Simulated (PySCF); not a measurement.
## From computed data to an observable: oscillator strength and radiative lifetime

C₂H₁₀GeSi, SMILES [GeH3][SiH](C)C.

The structure is a stationary point at PBE0-D3(BJ)/def2-SVP. This is a generated structure with no PubChem entry under its InChIKey; it may be hypothetical.

TDA-PBE/def2-SVPD (PySCF 2.14.0) puts the first singlet state with f over 0.02 at 6.31 eV (vertical), with the transition dipole (0.390, 0.156, 0.000) in atomic units.

### Question
Find the oscillator strength, the wavelength and the radiative lifetime that this transition would have in vacuum if emission retraced absorption.

### Answer

|μ|² = 0.1764 au, so |μ| = 1.07 D. ΔE = 6.31/27.211 = 0.2319 hartree. f = (2/3) ΔE |μ|² = 0.027 (the program prints 0.027).
λ = 1239.84/6.31 = 196 nm; ν = 50894 cm⁻¹.
Einstein's coefficient A = 0.6670 ν² f s⁻¹ (ν in cm⁻¹) = 4.7e7 s⁻¹, so τ = 1/A = 21 ns. This state is S1. The figure is the radiative limit of this one transition; relaxation, internal conversion, crossing to triplets and a medium change what is measured.
